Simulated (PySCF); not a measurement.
Working with the constants of KSi⁺

UHF-CCSD(T) constants of KSi⁺, ³Π (triplet), unpaired electrons σ ↑, π ↑ (basis K aug-pcseg-1, Si aug-pcseg-1; no relativity; PySCF 2.14; masses 38.9637 and 27.9769 u):

```
ωe              : 89.0 cm⁻¹
ωexe            : 0.916 cm⁻¹
Be              : 0.072609 cm⁻¹
αe              : 0.000946 cm⁻¹
D (centrifugal) : 1.93e-07 cm⁻¹
De to K⁺ + Si   : 0.296 eV
```

Task: Give the vibrational terms G(v) and spacings up to v = 6.

Result: G(v) = ωe(v+½) − ωexe(v+½)².

| v | G(v) (cm⁻¹) | G(v) − G(v−1) | Bv (cm⁻¹) |
| --- | --- | --- | --- |
| 0 | 44.3 |  | 0.07214 |
| 1 | 131.4 | 87.2 | 0.07119 |
| 2 | 216.8 | 85.3 | 0.07024 |
| 3 | 300.3 | 83.5 | 0.06930 |
| 4 | 382.0 | 81.7 | 0.06835 |
| 5 | 461.8 | 79.8 | 0.06741 |
| 6 | 539.8 | 78.0 | 0.06646 |

Task: How well does the Morse estimate ωe²/(4ωexe) reproduce De, and what is D0?

Result: It gives 0.268 eV, 91 % of the computed De. D0 = De − G(0) = 0.296 − 0.005 = 0.291 eV.

Correlated steps freeze 10 core orbitals. The bond is weak. Basis-set superposition, not corrected here, can be much of De in a small basis, most of all at correlated wavefunction levels. For an ion De counts to the pair picked by the measured ionisation energies or electron affinities, which need not be the lowest pair at this level. The state is the lowest determinant that a PBE0 search found; another state may lie lower at other levels.
